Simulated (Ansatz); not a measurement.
`[Cl][Hf]([Cl])([Cl])[I]` + NH₃ → `[NH2][Hf]([Cl])([Cl])[Cl]` + HI  (ligand exchange at the Hf–I bond)

Gas-phase electronic energies from Ansatz, PBE0-D4/def2-TZVP geometries. CCSD(T)/CBS is the MP2 limit (def2-TZVPP, def2-QZVPP) plus CCSD(T) − MP2 in def2-TZVPP, frozen cores. This one scheme is used for every species. DFT in def2-TZVPP. HSE06 is defined as in plane-wave codes. def2 core potentials past Kr. For Hf, I outer-core shells are correlated without core-valence functions, which leaves a few kJ/mol of doubt a bond. One conformer a species, not always the lowest.

Question: Is it downhill or uphill in electronic energy at CCSD(T)/CBS, and by how much? (Best estimate.)

Answer: The calculation gave: Uphill: ΔE = +18.7 kcal/mol.

Question: What do these levels give: r2SCAN-D4, BHLYP-D4, ωB97M-V, HSE06, HF/def2-TZVPP, HF/CBS(def2)? (Best estimate.)

Answer: The calculation gave: r2SCAN-D4 17.7, BHLYP-D4 18.0, ωB97M-V 16.4, HSE06 17.8, HF/def2-TZVPP 17.0, HF/CBS(def2) 17.3 kcal/mol.

Largest T1 diagnostic among the species: 0.014.

At CCSD(T), def2-SVP lies −4.6 kcal/mol from the extrapolated value and def2-TZVPP −1.1 kcal/mol. From PBE to PBE0 (25 % exact exchange), in def2-TZVPP and without D4, ΔE moves by +0.8 kcal/mol. Leaving LDA and LC-ωPBE aside and taking each functional with its dispersion term where it has one, the values, not all of them listed here, spread over 4.6 kcal/mol, from CAM-B3LYP-D4 to PBE-QIDH.
